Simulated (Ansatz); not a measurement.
Frontier orbitals of C$_{2}$H$_{3}$BFNO, SMILES `FC/N=C1/BO1`.

Z-matrix (Å, degrees):
```
C
N 1 1.414
F 1 1.377 2 115.2
H 1 1.095 2 108.4 3 120.7
H 1 1.095 2 108.4 3 -120.7
C 2 1.233 1 126.7 3 0.0
B 6 1.475 2 170.5 1 180.0
O 6 1.464 2 134.6 1 -0.0
H 7 1.182 6 160.9 2 0.0
```

The species carries charge 0 and has multiplicity 1. The structure was optimised at the PBE0-D4/def2-TZVP level. It is one conformer, not always the lowest. Basis def2-TZVPP, Ansatz.

| functional | HOMO (eV) | LUMO (eV) | gap (eV) |
| --- | --- | --- | --- |
| PBE | -6.42 | -2.66 | 3.76 |
| revPBE | -6.35 | -2.56 | 3.79 |
| PBE0 | -7.83 | -1.67 | 6.16 |
| BHLYP | -9.18 | -0.62 | 8.56 |
| LC-ωPBE | -10.53 | 0.70 | 11.23 |
| ωB97M-V | -10.11 | 0.44 | 10.55 |

From PBE to PBE0 the HOMO moves by −1.41 eV and the LUMO by +0.99 eV, and with ωB97M-V by −3.69 and +3.10 eV, so the gap grows from 3.76 to 10.55 eV with exact exchange. A positive LUMO is unbound and depends on the basis.

LC-ωPBE has ω = 0.4 bohr⁻¹.
